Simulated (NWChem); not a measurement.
Species: ZnH2O2 cation, doublet; SMILES of the neutral closed-shell parent [OH][Zn][OH]

```xyz
5

Zn     0.0000     0.0000     0.0315
O     -1.7966     0.0000    -0.1407
H     -2.3842     0.0000     0.6533
O      1.7966     0.0000    -0.1407
H      2.3842     0.0000     0.6533
```
Atoms are numbered in this order, from 1.

Computed with NWChem. Spin-unrestricted. Medium grid unless said otherwise, to which SCAN and Minnesota functionals are sensitive. In the optimisation the excess spin sits in a2 (C2v, its own frame). Structure relaxed at the PBE-D3(BJ)/def2-SVP, spin-unrestricted level. This spin state was assumed; another may lie lower. No stability test was run on the SCF state. Total energies of different functionals are on different scales.

```
level                                                               energy (Ha)  highest occupied level (eV)  lowest empty minus highest occupied level, either spin (eV)   <S²>
------------------------------------------------------------------  -----------  ---------------------------  -----------------------------------------------------------  -----
B3LYP/def2-SVP                                                       -1930.3702                       -14.11                                                         1.47  0.762
PBE/def2-SVP                                                         -1929.9073                       -13.79                                                         0.57  0.754
M06/def2-SVP                                                         -1930.1946                       -14.39                                                         1.74  0.763
KT2/def2-SVP                                                         -1940.2037                       -13.57                                                         0.58  0.760
SCAN/def2-SVP                                                        -1930.4287                       -13.67                                                         0.63  0.760
MN15-L/def2-SVP                                                      -1930.1175                       -13.77                                                         0.65  0.761
LC-BLYP (range parameter 0.33 per bohr)/def2-SVP                     -1929.7667                       -15.99                                                         5.00  0.767
HCTH/407/def2-SVP                                                    -1931.2340                       -13.84                                                          ___  0.756
LC-wPBE (HJS exchange hole, range parameter 0.4 per bohr)/def2-SVP   -1929.9659                       -15.93                                                         5.05  0.771
```

Problem. Some entries are withheld; supply them.

Solution. 
- HCTH/407/def2-SVP, lowest empty minus highest occupied level, either spin (eV): 0.53
